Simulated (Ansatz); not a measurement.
Consider the ligand exchange at a Ti–C bond: `C#[C][Ti]([F])([F])[Cl]` + H₂S → `[F][Ti]([F])([SH])[Cl]` + `C#C`.

Gas-phase electronic energies from Ansatz, PBE0-D4/def2-TZVP geometries. CCSD(T)/CBS adds triple-zeta CCSD(T) − MP2 to the extrapolated MP2 energy (def2 sets, frozen cores). This one scheme is used for every species. DFT in def2-TZVPP. For Ti outer-core shells are correlated without core-valence functions, which leaves a few kJ/mol of doubt a bond. Scalar relativity is left out up to krypton. One conformer a species, not always the lowest.

Problem. Is it downhill or uphill in electronic energy at CCSD(T)/CBS, and by how much? (Estimate.)

Solution. Ansatz gave: Downhill: ΔE = -0.70 eV.

Problem. What do these levels give: PBE, BLYP, r2SCANh, RPA@PBE/def2-TZVPP, MP2/def2-SVP, CCSD(T)/def2-TZVPP? (Best estimate.)

Solution. Computed: PBE -0.72, BLYP -0.68, r2SCANh -0.73, RPA@PBE/def2-TZVPP -0.61, MP2/def2-SVP -0.63, CCSD(T)/def2-TZVPP -0.65 eV.

Problem. What do rigid-rotor, harmonic-oscillator terms from PBE0-D4/def2-TZVP frequencies (298.15 K, 1 bar) make of the CCSD(T)/CBS value? (An estimate is asked.)

Solution. The calculation gave: ΔZPE = +0.06 eV, ΔH = -0.65 eV, ΔS = -14 J/(mol·K), ΔG = -0.60 eV.

Largest T1 diagnostic among the species: 0.025, so the coupled-cluster value is less sure than usual.

At CCSD(T), def2-SVP lies +0.12 eV from the extrapolated value and def2-TZVPP +0.05 eV. In def2-TZVPP, CCSD(T) changes the Hartree–Fock value by −0.09 eV (the triples alone add −0.05 eV) and MP2 by −0.16 eV. Leaving LDA and LC-ωPBE aside and taking each functional with its dispersion term where it has one, the values, not all of them listed here, spread over 0.05 eV, from r2SCAN-D4 to ωB97X-V. LDA lies −0.06 eV from PBE without D4.
